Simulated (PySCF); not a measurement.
## Correlation energy of Kr²⁺ (krypton, charge +2)

[Ar] 3d10 4s2 4p4, high-spin 3P determinant. Calculation: PySCF 2.14, in Sapporo-DKH3-DZP-2012 (6s5p3d1f, 43 functions); the spin-free X2C one-electron Hamiltonian (Gaussian nucleus). Frozen: [Ar] 3d10; 6 electrons correlated.

MP2 pair energies summed by pair of shells (mhartree):

```csv
pair,energy,share (%)
4p-4p,-38.77,49.7
4s-4p,-33.72,43.2
4s-4s,-5.51,7.1
```

Total MP2 correlation energy: -78.00 mhartree.

Same-spin part -19.59 and opposite-spin part -58.41 mhartree; SCS-MP2 scales them by 1/3 and 6/5 to -76.62 mhartree.

```
  level  correlation energy (mhartree)
   CCSD                         -93.46
    (T)                          -1.04
CCSD(T)                         -94.50
```

Diagnostics: T1 = 0.0059, D1 = 0.0195, largest double amplitude 0.049.

Task: Is a single reference adequate?

Result: Yes, within this model without spin-orbit coupling: T1 lies below 0.03 and no double amplitude reaches 0.07.
